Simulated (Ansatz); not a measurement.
Ideal-gas functions of CH4OSSi, SMILES `CS[Si]O` at 500 K and 1 bar, from an Ansatz frequency run at PBE0-D4/def2-TZVP.

Molar mass 92.2 g/mol, point group Cs (symmetry number 1), electronic degeneracy 1, moments of inertia 64.422, 148.961, 210.144 u Å². Harmonic wavenumbers (cm⁻¹, unscaled): 110, 149, 178, 308, 448, 467, 729, 781, 875, 953, 956, 1335, 1476, 1476, 3055, 3141, 3158, 3854.

Use S(trans) = R[1.5 ln M + 2.5 ln T − 1.1517]; rotational temperatures θ = 24.2544 K / I; S(rot) = R[ln(√π/σ · √(T³/θAθBθC)) + 1.5]; for each mode x = 1.438777 ν̃/T, S = R[x/(eˣ − 1) − ln(1 − e⁻ˣ)] and H = RT x/(eˣ − 1); 1 cm⁻¹ = 0.0119627 kJ/mol; R = 8.31446 J/(mol·K).

Task: By hand: the entropy, in J/(mol·K).

Result: Translation 176.0. Rotation: θ = 0.3765, 0.1628, 0.1154 K, giving 115.3. Vibration, mode by mode: 17.91, 15.42, 13.97, 9.59, 6.76, 6.46, 3.53, 3.14, 2.54, 2.12, 2.11, 0.88, 0.63, 0.63, 0.01, 0.01, 0.01, 0.00, in all 85.7. Electronic 0.0. Sum 377.0 J/(mol·K).

Task: By hand: H − E and G − E in kJ/mol, counted from the electronic energy.

Result: Zero-point energy ½ × 23449 × 0.0119627 = 140.3; thermal vibration 22.3; translation, rotation and pV give 4 RT = 16.6. H − E = 179.2 kJ/mol, and G − E = 179.2 − 500 × 377.0/1000 = -9.3 kJ/mol.

Vibration gives 23 % of the entropy, 33.3 J/(mol·K) of it from the modes under 150 cm⁻¹: soft modes count most, and the harmonic formula is weakest for them. The sum counts one conformer and one mirror image; others add a mixing term.
